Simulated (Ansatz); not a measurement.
GeBr₂⁻. Charge -1, multiplicity 2. Geometry PBE0-D4/def2-TZVP, that of the neutral singlet; atoms count from 1.

```xyz
3

Ge    0.688   -0.579    0.422
Br    0.678    1.743    0.117
Br   -1.365   -1.164   -0.539
```

The highest occupied level of the charge -1 doublet lies above zero (up to 0.35 eV). By energy differences its removal costs 1.48 eV (vertical, to the charge 0 singlet, at PBE0-D4/def2-TZVPD); a positive level beside a positive removal energy at the same level points to self-interaction error.

(1) Estimate the Mulliken populations from the PBE0/def2-TZVPD orbitals of Ansatz.

(2) Where does the spin sit?

(3) And the Mayer bond orders between bonded heavy atoms (over 0.3)?

Results:

(1) 
```tsv
atom	charge (e)	spin (α − β)
Ge1	-0.08	0.94
Br2	-0.46	0.03
Br3	-0.46	0.03
```
Mulliken values and Mayer orders depend strongly on the basis. With diffuse functions, as here, like atoms can get unlike values, and bond orders can come out too low or too high.

(2) Summed by element: Ge 0.94, Br 0.06, of 1 unpaired in all. Largest on single atoms: Ge1 0.94, Br3 0.03, Br2 0.03.

(3) Ge1–Br2 0.81 (2.34 Å); Ge1–Br3 0.81 (2.34 Å).
